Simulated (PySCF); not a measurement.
# Ir⁶⁵⁺ (iridium, charge +65): Hartree-Fock from Schrödinger to Dirac-Coulomb

Occupied: 1s1/2, 2s1/2, 2p1/2, 2p3/2, 3s1/2. Hartree-Fock calculated with PySCF 2.14 in an even-tempered Gaussian basis (19 s from 9.7 bohr⁻², ratio 2.3; 16 p from 12 bohr⁻², ratio 2.3), Gaussian nucleus throughout. NR is non-relativistic, sf-X2C the spin-free one-electron X2C Hamiltonian, X2C adds the bare one-electron spin-orbit term, X2C-SNSO screens it by Boettger's factors, DC is four-component Dirac-Coulomb, and the Gaunt term is added at first order (total energies over the DC spinors, levels after relaxing the spinors in that mean field). QED terms are absent. Levels marked empty are virtual spinors of this ion; the basis has s and p functions only, so 3d, which can lie below the n = 4 levels, is absent.

| level (eV) | NR | sf-X2C | X2C | X2C-SNSO |
| --- | --- | --- | --- | --- |
| 1s1/2 | -75382.6 | -82248.0 | -82227.1 | -82228.3 |
| 2s1/2 | -16949.1 | -18923.4 | -18918.3 | -18918.5 |
| 2p1/2 | -16532.6 | -17184.0 | -18429.0 | -18390.1 |
| 2p3/2 | -16532.6 | -17184.0 | -16696.8 | -16708.7 |
| 3s1/2 | -7095.2 | -7720.1 | -7719.2 | -7719.2 |
| 3p1/2 (empty) | -6851.0 | -7111.8 | -7440.2 | -7430.1 |
| 3p3/2 (empty) | -6851.0 | -7111.8 | -6981.0 | -6984.2 |
| 4s1/2 (empty) | -3827.4 | -4089.5 | -4089.1 | -4089.1 |

Q: Where do the four-component calculations put these levels?

A: 1s1/2: DC -82330.9, DC+Gaunt -82057.9; 2s1/2: DC -18933.5, DC+Gaunt -18903.1; 2p1/2: DC -18400.9, DC+Gaunt -18348.2; 2p3/2: DC -16718.9, DC+Gaunt -16684.3; 3s1/2: DC -7722.9, DC+Gaunt -7714.7; 3p1/2 (empty): DC -7432.9, DC+Gaunt -7419.4; 3p3/2 (empty): DC -6986.4, DC+Gaunt -6977.5; 4s1/2 (empty): DC -4090.5, DC+Gaunt -4087.4 (eV).

```json
{"Hamiltonian": "NR", "E (hartree)": "-11723.8322", "E − E(DC) (hartree)": "947.9913", "CPU seconds": "0.36"}
{"Hamiltonian": "sf-X2C", "E (hartree)": "-12645.7807", "E − E(DC) (hartree)": "26.0429", "CPU seconds": "0.29"}
{"Hamiltonian": "X2C", "E (hartree)": "-12666.5056", "E − E(DC) (hartree)": "5.3180", "CPU seconds": "0.3"}
{"Hamiltonian": "X2C-SNSO", "E (hartree)": "-12665.3521", "E − E(DC) (hartree)": "6.4714", "CPU seconds": "0.26"}
{"Hamiltonian": "DC", "E (hartree)": "-12671.8236", "E − E(DC) (hartree)": "0.0000", "CPU seconds": "18"}
{"Hamiltonian": "DC+Gaunt", "E (hartree)": "-12655.0051", "E − E(DC) (hartree)": "16.8185", "CPU seconds": "33"}
```

Weight of the small component: 1s1/2 0.0851, 2s1/2 0.0200, 2p1/2 0.0199, 2p3/2 0.0179, 3s1/2 0.00785, 3p1/2 0.00771, 3p3/2 0.00721, 4s1/2 0.00404.

Koopmans' value for the highest occupied level at DC+Gaunt: 7714.7 eV, against an ionisation energy of 7710 ± 30 eV (theoretical estimate listed by NIST; NIST Atomic Spectra Database, ionization energies); the former lacks relaxation, correlation, QED and recoil.

The whole ladder took 57 s of wall time on 1 thread of Intel(R) Xeon(R) 6975P-C (shared host), launched as `OMP_NUM_THREADS=1 python relrun2.py TASK.json OUT` (a driver that calls PySCF for each Hamiltonian).
